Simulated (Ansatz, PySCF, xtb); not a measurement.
Gas-phase reaction in SMILES: C1=CC1 + 3 C (CH4) -> C=C (C2H4) [ethene] + 2 CC (C2H6)
Geometries: B3LYP-D3(BJ)/def2-TZVP minima from Ansatz (a program for electronic structure).
Geometry of the first species:
```
C
H 1 1.0889
H 1 1.0889 2 113.66
C 1 1.5050 2 119.64 3 150.54
C 4 1.2868 1 64.69 2 105.61
H 5 1.0750 4 149.73 1 180.00
H 4 1.0750 5 149.73 6 0.00
```
Charge 0, spin multiplicity 1.

Wanted: bond separation energy (enthalpy at 298 K, with B3LYP-D3(BJ) rigid-rotor harmonic-oscillator terms from PySCF), in kcal/mol. Valence correlation only, unless marked. No spin-orbit coupling. Non-relativistic. Basis-set limits of correlation are two-point, X^-3; Hartree-Fock from the larger set. [CCSD(T)-MP2]/basis is that difference in the basis named.

| level | program | bond separation energy (kcal/mol) |
|---|---|---|
| GFN1-xTB | xtb | -38.6 |

Q: What does RI-MP2/CBS(cc-pVTZ,cc-pVQZ)+[CCSD(T)-MP2]/cc-pVTZ (Ansatz) give?

A: -42.5 kcal/mol, so GFN1-xTB differs from it by 3.9 kcal/mol.
